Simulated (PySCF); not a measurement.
**Peak assignment**

Mapped SMILES: `[O:1]=[C:2]1[O:3][CH2:4][Si@H:5]1[SiH:6]1[CH2:7][CH2:8]1`; H(Xn) means a hydrogen on atom n. Ha(C7), Ha(C8) are cis to Si5 on the ring; Ha(C4) is cis to Si6 on the ring; Hb(C7), Hb(C8) are trans to Si5 on the ring; Hb(C4) is trans to Si6 on the ring.

[PySCF: PBE0/pcSseg-1 with gauge-including orbitals; GFN2-xTB structure; isolated molecule; a single conformation; non-relativistic]

Chemical shifts δ = σref − σ; 13C (σ = 186.93 ppm) and 1H (σ = 31.72 ppm) vs TMS, all at this level.

(1) Assign these signals to the numbered atoms. 13C{1H} NMR (computed): δ 180.1, 55.6, -1.6, -1.7.

(2) Assign these signals to the numbered atoms. 1H NMR (600 MHz, computed): δ 5.53 (m, 1H), 4.17 (m, 1H), 4.01 (m, 1H), 2.63 (m, 1H), 0.95 (m, 1H), 0.89 (m, 1H), 0.58 (m, 1H), 0.54 (m, 1H).

Answers

(1) 
180.1 → C2, carbonyl carbon
55.6 → C4, sp3 CH2 bonded to O and Si: pulled downfield by the heteroatom
-1.6 → C8, three-membered-ring carbon: carbons of three-membered rings are unusually shielded
-1.7 → C7, three-membered-ring carbon

C8 and C7 lie closer than the usual error of such a calculation, so a measured spectrum could show them in the other order.

(2) 
```tsv
δ (ppm)	atoms	environment	reason
5.53	H(Si5)	hydrogen on a silicon bonded to 2 C, Si, in a 4-membered ring	–
4.17	Hb(C4)	hydrogen on an sp3 CH2 bonded to O and Si	its carbon carries O, hence the downfield position
4.01	Ha(C4)	hydrogen on an sp3 CH2 bonded to O and Si	–
2.63	H(Si6)	hydrogen on a silicon bonded to 2 C, Si, in a 3-membered ring	–
0.95	Hb(C8)	hydrogen on a three-membered-ring carbon	cyclopropane-type protons are shielded by the ring
0.89	Hb(C7)	hydrogen on a three-membered-ring carbon	–
0.58	Ha(C7)	hydrogen on a three-membered-ring carbon	–
0.54	Ha(C8)	hydrogen on a three-membered-ring carbon	–
```

Hb(C8) and Hb(C7); Ha(C7) and Ha(C8) lie closer than the usual error of such a calculation, so a measured spectrum could show them in the other order.

Shifts are as computed. Against solution values, carbons near 30 ppm lie about +3 ppm off and those near 130 ppm about +5 ppm. Of 1211 compounds with measured shifts, 218 miss one by over three times the rms of a fit or turn the order of signals round; such compounds aren't used in these exercises. No couplings were computed; multiplicities are counted from neighbouring protons, with m where these are inequivalent, close in shift, in a saturated or five-membered ring or joined by F or P, and br s for small geminal =CH2 splittings.
